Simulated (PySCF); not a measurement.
ethynylcyclopropane (C₅H₆), SMILES C#CC1CC1.

Geometry: B3LYP-D3(BJ)/def2-SVP.

Calculation: PySCF with B3LYP-D3(BJ)/def2-SVP.

No scaling factor is applied to the harmonic values.

```tsv
mode	ν (cm⁻¹)	IR (km/mol)	moving atoms (share of kinetic energy)
1	203	1.3	C 75 %, H 25 %
2	210	1.5	C 69 %, H 31 %
3	506	8.5	C 82 %, H 18 %
4	519	2.7	C 78 %, H 22 %
5	656	41.9	H 77 %, C 23 %
6	707	35.5	H 77 %, C 23 %
7	759	2.3	H 64 %, C 36 %
8	809	1.5	H 67 %, C 33 %
9	819	8.4	H 73 %, C 27 %
10	904	3.0	C 80 %, H 20 %
11	973	23.8	C 63 %, H 37 %
12	1056	3.9	H 70 %, C 30 %
13	1070	5.2	H 78 %, C 22 %
14	1103	0.8	H 85 %, C 15 %
15	1127	0.1	H 62 %, C 38 %
16	1183	0.5	H 71 %, C 29 %
17	1215	1.2	H 51 %, C 49 %
18	1372	2.7	H 57 %, C 43 %
19	1436	2.6	H 92 %, C 8 %
20	1487	0.5	H 66 %, C 34 %
21	2226	17.5	C 91 %, H 9 %
22	3129	12.2	H 96 %
23	3133	4.1	H 94 %
24	3140	5.4	H 92 %, C 8 %
25	3223	0.2	H 89 %, C 11 %
26	3233	6.9	H 89 %, C 11 %
27	3473	79.5	H 86 %, C 14 %
```
